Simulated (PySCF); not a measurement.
Spin-orbit coupling and the second ionisation energy along the third row

Two-component X2C-1e calculated with PySCF 2.14: MP2 on generalised Hartree-Fock spinors (GMP2), with spin-orbit coupling off and on (screened by Boettger's factors); no Breit or QED terms. Values in eV; the references (NIST) lie between the lowest levels. Elements whose determinants are no pure J levels are left out.

```json
{"element": "Mg (x2c-TZVPPall-2c, [Ne] frozen)", "configurations": "[Ne] 3s1 → [Ne]", "spin-free": "14.734", "with spin-orbit": "14.734", "shift": "0.000", "reference": "15.035"}
{"element": "Si (x2c-TZVPPall-2c, [Ne] frozen)", "configurations": "[Ne] 3s2 3p1 → [Ne] 3s2", "spin-free": "16.073", "with spin-orbit": "16.096", "shift": "0.023", "reference": "16.346"}
{"element": "Cl (x2c-TZVPPall-2c, [Ne] frozen)", "configurations": "[Ne] 3s2 3p4 → [Ne] 3s2 3p3", "spin-free": "23.350", "with spin-orbit": "23.395", "shift": "0.044", "reference": "23.814"}
{"element": "Ar (x2c-TZVPPall-2c, [Ne] frozen)", "configurations": "[Ne] 3s2 3p5 → [Ne] 3s2 3p4", "spin-free": "27.340", "with spin-orbit": "27.328", "shift": "-0.012", "reference": "27.630"}
```

Q: Estimate the missing row, Al (x2c-TZVPPall-2c, [Ne] frozen).

A: The calculation gives spin-free 18.307; with spin-orbit 18.307; shift 0.000. The reference value is 18.829.

What remains against the references is mostly the basis and correlation beyond MP2.
